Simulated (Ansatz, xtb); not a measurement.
# C5H5NO2S: 6 structures ranked

6 gas-phase structures of C5H5NO2S, from a drawn sample of its isomers (lower ones may exist). Each was relaxed with GFN2-xTB:

A. `NC1=CC(=O)C(O)=CS1`, a singlet
B. `[H]/N=C1\CC(=O)C(=O)CS1`, a singlet
C. `[H]/N=C1/CC(=O)C(O)=CS1`, a singlet
D. `[H]/N=C1\CC(=O)C(O)=CS1`, a singlet
E. `[H]/N=C1/CC(=O)C(=O)CS1`, a singlet
F. `NC1=CC(=O)C(=O)CS1`, a singlet

Make a reasoned guess at their ranking by r2SCAN-D4/def2-SVP//GFN2-xTB single-point energy.

Calculated order at r2SCAN-D4/def2-SVP//GFN2-xTB: A (0.0), F (13.6), C (15.1), D (17.1), E (23.6), B (30.0) kcal/mol.

Energies above the lowest of each column, in kcal/mol; the last columns are at r2SCAN-D4/def2-SVP geometries and were run for some of them only (a dash: not run or not comparable):

| structure | GFN2-xTB | HF/STO-3G | r2SCAN-D4/def2-SVP//GFN2-xTB | r2SCAN-D4/def2-SVP | CCSD(T)/def2-SVP + ΔMP2/def2-TZVPP |
| --- | --- | --- | --- | --- | --- |
| A | 0.0 | 5.6 | 0.0 | 0.0 | 0.0 |
| F | 14.3 | 4.3 | 13.6 | 12.3 | 9.8 |
| C | 9.8 | 8.1 | 15.1 | 14.5 | 9.4 |
| D | 14.0 | 7.9 | 17.1 | – | – |
| E | 19.9 | 0.0 | 23.6 | 21.6 | 13.6 |
| B | 24.0 | 4.0 | 30.0 | – | – |

CCSD(T)/def2-SVP + ΔMP2/def2-TZVPP puts A lowest of those it was run on; HF/STO-3G picks E. CCSD(T)/def2-SVP + ΔMP2/def2-TZVPP orders those it was run on as A (0.0), C (9.4), F (9.8), E (13.6) kcal/mol. Less than 1 kcal/mol parts C and F, so the order within that pair means little. Flexible structures stand in one conformer each, not always the lowest. Frequencies (GFN2-xTB) were run for A, C, E, F alone. The ΔMP2 step shifts differences by up to 6.4 kcal/mol, which makes them less sure. ΔMP2 is the change of the MP2 energy from the smaller to the larger basis.

Over these structures GFN2-xTB departs from r2SCAN-D4/def2-SVP//GFN2-xTB by 2.2 kcal/mol on average once a common shift is removed. A GFN2-xTB relaxation took about 0.16 s and the r2SCAN-D4/def2-SVP//GFN2-xTB energy about 3.5 s on a shared host (Ansatz 0.2.0, xtb 6.7.1).
